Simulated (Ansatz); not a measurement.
GaH₃O₂ (`[OH][GaH][OH]`). Charge 0, multiplicity 1. The structure was optimised at the PBE0-D4/def2-TZVP level. It is one conformer, not always the lowest.

```xyz
6

O     0.106   -1.159   -0.815
Ga    0.117    0.478   -0.102
O    -0.492    0.497    1.567
H     0.428   -1.210   -1.717
H     0.592    1.769   -0.809
H    -0.751   -0.375    1.876
```

Q: What is the dipole moment at PBE/def2-TZVPP? (Estimate.)

A: The calculation gave: 1.61 D, with components (0.53, -0.16, -1.51) D in this frame, pointing from negative to positive charge.

Q: And with r2SCAN, B3LYP, ωB97M-V? (An estimate is asked.)

A: Ansatz gave: r2SCAN 1.68 D, B3LYP 1.74 D, ωB97M-V 1.77 D.

Q: Give the Mulliken charges with PBE, ωB97M-V, B3LYP in def2-TZVPP. (An estimate is asked.)

A: Ansatz gave: 
```tsv
atom	PBE	ωB97M-V	B3LYP
O1	-0.37	-0.42	-0.42
Ga2	0.42	0.51	0.52
O3	-0.38	-0.43	-0.43
H4	0.18	0.16	0.17
H5	-0.03	-0.01	-0.04
H6	0.19	0.18	0.19
```

B3LYP here is the variant with VWN-RPA as its local correlation; programs differ in this.
